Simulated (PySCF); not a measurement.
SMILES C[Si](C)(C)C[SiH2][Si](Cl)(Cl)Cl (C4H13Cl3Si3) (GFN2-xTB optimised geometry):

```
23

C      1.095    -2.216     1.565
Si     1.736    -1.340     0.000
C      3.647    -1.340     0.000
C      1.092    -2.224    -1.559
C      1.155     0.498     0.000
Si    -0.574     0.895    -0.667
Si    -2.241    -0.126     0.594
Cl    -4.045     0.788     0.334
Cl    -1.897    -0.104     2.601
Cl    -2.558    -2.082     0.106
H      1.561    -3.189     1.687
H      1.304    -1.640     2.461
H      0.023    -2.374     1.520
H      4.045    -0.815     0.863
H      4.043    -0.856    -0.888
H      4.042    -2.351     0.024
H      0.013    -2.336    -1.528
H      1.342    -1.676    -2.461
H      1.520    -3.217    -1.651
H      1.873     1.079    -0.578
H      1.227     0.873     1.021
H     -0.699     0.485    -2.072
H     -0.797     2.351    -0.632
```

Computed with PBE0/def2-SVP (PySCF).

Problem. What are the frontier orbital energies and the dipole moment?

Solution. HOMO-2 -8.54 eV, HOMO-1 -8.39 eV, HOMO -8.29 eV, LUMO -0.42 eV, LUMO+1 -0.31 eV; dipole moment 2.45 D.

Meta-Löwdin charges at PBE0/def2-SVP: C1 -0.56, Si2 0.88, C3 -0.55, C4 -0.56, C5 -0.64, Si6 0.38, Si7 0.69, Cl8 -0.25, Cl9 -0.25, Cl10 -0.25, H11 0.12, H12 0.11, H13 0.11, H14 0.11, H15 0.11, H16 0.11, H17 0.11, H18 0.11, H19 0.12, H20 0.13, H21 0.12, H22 -0.08, H23 -0.08.
